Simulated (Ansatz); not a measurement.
A made-up structure of CHBBr, doublet:

```xyz
4
angstrom
B 0.4240 -0.7081 -0.8980
C 0.3035 -0.1978 0.1935
Br -0.9936 0.7566 -0.3386
H 0.2661 0.1493 1.0431
```

It is relaxed with PBE-D4/def2-SVP and then PBE0-D4/def2-TZVP (Ansatz 0.2.0). Atoms count as bonded within 1.22 times the sum of their covalent radii (H–H: 0.88 Å). The end point is not checked to be a true minimum.

Problem. Does its bonding change? (Judge from chemistry; the calculation decides.)

Solution. The calculation gives: Yes. Formed: none; broken: C2–Br3.

Where it ends: The first stage lowers the energy by 5.42 eV in 18 steps. It ends as CHBBr ([CH][B][Br]):
```
4
angstrom
B -0.2878 0.1194 -0.3679
C 0.5166 -0.2145 0.6604
Br -1.3832 0.5741 -1.7686
H 1.1543 -0.4790 1.4761
```

Labels in which every atom is bracketed show which atoms are joined, not bond orders.

For scale, one of the runs: PBE0-D4/def2-TZVP relaxation, 116 basis functions, launched by `ansatz run in.yaml --threads 2 --pin off --events-out ev --progress --plain --max-ram 4352MiB`. The run took about 5.1 min on 2 CPU threads of an Arm Neoverse V2 (shared host).
